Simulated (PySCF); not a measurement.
Spectra and structures to be paired. The calculation used TDDFT B3LYP/def2-SVPD, vertical, gas phase, core orbitals frozen in the response in PySCF. Geometries: PBE0-D3(BJ)/def2-SVP; one conformer of each isolated species. Triplets are in the Tamm–Dancoff approximation. Relativistic effects are left out although some hold elements past zinc. Ions are computed without counter-ions or solvent.

A. `CC(C)[O][Ge]([Cl])([Cl])[Cl]`
B. `C=C[C@@H]1CO[C+]([C@H](C)F)O1`
C. `[Br][GeH2][C]#CC`

Lowest singlet levels (six at most, fewer where fewer were computed) with oscillator strengths:

1. 5.33 eV (f 0.001); 5.59 eV (f 0.057); 5.68 eV (f 0.010); 5.86 eV (f 0.014); 6.11 eV (f 0.000); 6.55 eV (f 0.014)
2. 4.73 eV (f 0.017); 6.42 eV (f 0.122); 6.61 eV (f 0.027); 6.69 eV (f 0.125); 6.74 eV (f 0.165); 7.35 eV (f 0.021); T1 4.20 eV
3. 5.35 eV (f 0.005); 5.87 eV (f 0.001); 6.03 eV (f 0.044); 6.14 eV (f 0.018); 6.28 eV (f 0.052); 6.57 eV (f 0.036); T1 5.09 eV

Question: Which spectrum belongs to which structure?

Answer: 1 = C, 2 = B, 3 = A.
- A: S1 at 5.35 eV, HOMO→LUMO (98%); Löwdin shares by element: HOMO oxygen 49%, carbon 24% or more, chlorine 7% or more (atoms not listed hold the other 19%); LUMO chlorine 66%, germanium 22%; HOMO -8.54 and LUMO -2.16 eV.
- B: S1 at 4.73 eV, HOMO→LUMO (99%); Löwdin shares by element: HOMO carbon 83% or more (atoms not listed hold the other 17%); LUMO carbon 48% or more, oxygen 39%; HOMO -12.21 and LUMO -6.71 eV.
- C: S1 at 5.33 eV, HOMO-1→LUMO (91%); Löwdin shares by element: HOMO (one of a set within 0.03 eV) carbon 66%, bromine 29%; LUMO bromine 31%, germanium 28%, carbon 24% or more (atoms not listed hold the other 17%); HOMO -7.68 and LUMO -1.19 eV.
A and C have S1 within 0.03 eV of each other; their strongest listed levels stand at 6.28 eV (f 0.052) and 5.59 eV (f 0.057).
